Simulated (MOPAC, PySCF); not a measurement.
C$_{3}$H$_{5}$N, SMILES `CCC#N`, neutral singlet in the gas phase. 

Cartesian coordinates (Å):
SMILES: CCC#N
```xyz
9

C     -0.9175    -0.4388    -0.0776
C      0.2187     0.5879     0.0105
C      1.4886    -0.0169     0.3994
N      2.4803    -0.5112     0.7067
H     -1.0758    -0.9258     0.8842
H     -0.6895    -1.2076    -0.8153
H     -1.8419     0.0588    -0.3702
H      0.3605     1.0868    -0.9511
H     -0.0233     1.3667     0.7374
```
Charge 0, multiplicity 1.

All levels are single points at this geometry (B3LYP-D3(BJ)/def2-TZVP); Pople sets use spherical d functions. Orbital energies aren't observables, and empty levels follow the basis.

HF/6-31G* in PySCF gives gap (eV) = 17.55.

Task: Estimate the gap (eV) from each of these levels: B3LYP-D3(BJ)/def2-TZVP in PySCF; PBE-D3(BJ)/def2-TZVP in PySCF; B3LYP/3-21G in PySCF; B3LYP/6-311+G** in PySCF; M06-2X/6-31G* in PySCF; PBE/6-31G* in PySCF; HF/3-21G in PySCF; HF/STO-3G in PySCF; AM1 in MOPAC; PM3 in MOPAC; PM6 in MOPAC; PM7 in MOPAC.

Result: 
```csv
level,gap (eV)
B3LYP-D3(BJ)/def2-TZVP in PySCF,9.26
PBE-D3(BJ)/def2-TZVP in PySCF,7.53
B3LYP/3-21G in PySCF,10.14
B3LYP/6-311+G** in PySCF,8.78
M06-2X/6-31G* in PySCF,12.78
PBE/6-31G* in PySCF,7.82
HF/3-21G in PySCF,18.02
HF/STO-3G in PySCF,20.80
AM1 in MOPAC,13.94
PM3 in MOPAC,13.58
PM6 in MOPAC,13.74
PM7 in MOPAC,13.63
```
